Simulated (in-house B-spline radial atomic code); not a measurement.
The numbers below are computed, except where a source is named.
## Be in an electron gas of r_s = 2.67: phase shifts, screening, friction and resistivity

A nucleus sits in a uniform electron gas with a rigid positive background. The Kohn-Sham equations are solved self-consistently in the spin-unpolarised LDA (PW92), non-relativistic, on B-splines with outgoing waves at the boundary and partial waves to l = 8. The model has no lattice, no bands and no magnetic solution. Atomic units; δ_l are the phase shifts at the Fermi level, counted so that each bound state adds π, and good to about 0.0005.

The density parameter is r_s = 2.67 bohr, near that of the valence electrons of Cu (1 per atom, density 8.96 g/cm³, mass 63.55 u, which gives r_s = 2.67).

```csv
l,δ_l (rad)
0,3.6580
1,0.8403
2,0.0192
3,0.0009
4,0.0004
5,0.0000
6,0.0001
7,0.0000
8,0.0000
```

Bound levels below the band bottom (hartree): s -3.422.

**Question.** Check the Friedel sum rule, and say where the screening charge sits.

**Answer.** k_F = (9π/4)^(1/3)/r_s = 0.71879. The rule is Z = (2/π) Σ (2l + 1) δ_l. The terms are s 2.329, p 1.605, d 0.061, f 0.004 and 0.003 beyond, in all 4.002 against Z = 4. Bound states hold 2 s, 0 p, 0 d electrons, so the scattering states carry 2.00 in all.

**Question.** Find the transport cross section and the electronic stopping of a 5 keV Be ion (mass 9.01 u).

**Answer.** σ_tr = (4π/k_F²) Σ (l + 1) sin²(δ_l − δ_(l+1)). The terms for l = 0 to 3 are 0.1013, 1.0713, 0.0010, 0.0000, all together 1.1736, so σ_tr = 24.323 × 1.1736 = 28.546 bohr². With n = 3/(4π r_s³) = 0.01254, the friction coefficient is Q = n k_F σ_tr = 0.2573. For v well below v_F = 0.719, dE/dx = Q v; with 24801 eV per u at v = 1, v = √(5000/(24801 × 9.01)) = 0.1496, so dE/dx = 0.03850 hartree/bohr = 19.8 eV/nm. The largest term couples the p and d waves.

**Question.** What residual resistivity would 1 atomic per cent of such centres give in Cu?

**Answer.** Δρ = k_F n_i σ_tr/n in atomic units of 21.74 μΩ·cm. With one host atom per 1 electron, n_i/n = 0.01/1, so Δρ = 0.7188 × 0.01000 × 28.546 × 21.74 = 4.46 μΩ·cm. This is an atom added to the gas, as on an interstitial site.

**Question.** On a substitutional site the background of one host ion, a sphere holding 1 charge, is taken out. The phase shifts for l = 0 to 4 become 3.4301, 0.4730, -0.0171, -0.0063, -0.0007. What follows?

**Answer.** The Friedel sum is now 3.00, for Z − 1 = 3. The sum in σ_tr is 0.4773, so σ_tr = 11.61 bohr² and Δρ = 1.81 μΩ·cm per atomic per cent, 0.41 times the value above. A real host ion scatters too, so this model doesn't give zero even for the host's own atom.
